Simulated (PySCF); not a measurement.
## `C1=CC(=Cn2cccc2)C=C1`, C₁₀H₉N

Molfile (atoms numbered from 1):
```
C10H9N
     RDKit          3D

 20 21  0  0  0  0  0  0  0  0999 V2000
    2.9536    1.4340   -0.1487 C   0  0  0  0  0  0  0  0  0  0  0  0
    1.6106    1.2645   -0.2980 C   0  0  0  0  0  0  0  0  0  0  0  0
    1.2879   -0.0891    0.1442 C   0  0  0  0  0  0  0  0  0  0  0  0
    0.1130   -0.7670    0.2214 C   0  0  0  0  0  0  0  0  0  0  0  0
   -1.1431   -0.3932   -0.2016 N   0  0  0  0  0  0  0  0  0  0  0  0
   -1.4992    0.6341   -1.0567 C   0  0  0  0  0  0  0  0  0  0  0  0
   -2.8627    0.6320   -1.1839 C   0  0  0  0  0  0  0  0  0  0  0  0
   -3.3711   -0.4348   -0.3782 C   0  0  0  0  0  0  0  0  0  0  0  0
   -2.2963   -1.0496    0.2017 C   0  0  0  0  0  0  0  0  0  0  0  0
    2.5493   -0.6993    0.5706 C   0  0  0  0  0  0  0  0  0  0  0  0
    3.5414    0.2094    0.3819 C   0  0  0  0  0  0  0  0  0  0  0  0
    3.5077    2.3474   -0.3698 H   0  0  0  0  0  0  0  0  0  0  0  0
    0.9045    2.0229   -0.6268 H   0  0  0  0  0  0  0  0  0  0  0  0
    0.1216   -1.7598    0.6799 H   0  0  0  0  0  0  0  0  0  0  0  0
   -0.7432    1.2415   -1.5415 H   0  0  0  0  0  0  0  0  0  0  0  0
   -3.4412    1.3117   -1.8064 H   0  0  0  0  0  0  0  0  0  0  0  0
   -4.4139   -0.7170   -0.2492 H   0  0  0  0  0  0  0  0  0  0  0  0
   -2.2344   -1.8909    0.8883 H   0  0  0  0  0  0  0  0  0  0  0  0
    2.6448   -1.7168    0.9499 H   0  0  0  0  0  0  0  0  0  0  0  0
    4.6010    0.0638    0.5936 H   0  0  0  0  0  0  0  0  0  0  0  0
  1  2  2  0
  2  3  1  0
  3  4  2  3
  4  5  1  0
  5  6  1  0
  6  7  2  0
  7  8  1  0
  8  9  2  0
  3 10  1  0
 10 11  2  0
 11  1  1  0
  9  5  1  0
  1 12  1  0
  2 13  1  0
  4 14  1  0
  6 15  1  0
  7 16  1  0
  8 17  1  0
  9 18  1  0
 10 19  1  0
 11 20  1  0
M  END
```

Level of theory: quadratic response CAM-B3LYP/def2-SVPD first hyperpolarisability, Taylor convention, gas phase in PySCF 2.14.0. Geometry: PBE0-D3(BJ)/def2-SVP.

(1) Give the tensor of the second harmonic β(−2ω;ω,ω) at 1064 nm in the axes of these coordinates.

## Answers

(1) In au, Taylor convention; rows are the first index (the induced dipole):
|  | xx | yy | zz | xy | xz | yz |
| --- | --- | --- | --- | --- | --- | --- |
| x | -1672.3 | -36.9 | -61.4 | +29.8 | -346.9 | -4.0 |
| y | -56.0 | -18.7 | -5.5 | -8.7 | -20.5 | -7.9 |
| z | -308.8 | -10.7 | -6.1 | -3.6 | -56.3 | -1.1 |

Norm of βᵢ = ⅓ Σⱼ (βᵢⱼⱼ + βⱼᵢⱼ + βⱼⱼᵢ): 1783.0 au, hyper-Rayleigh value 737.8 au.
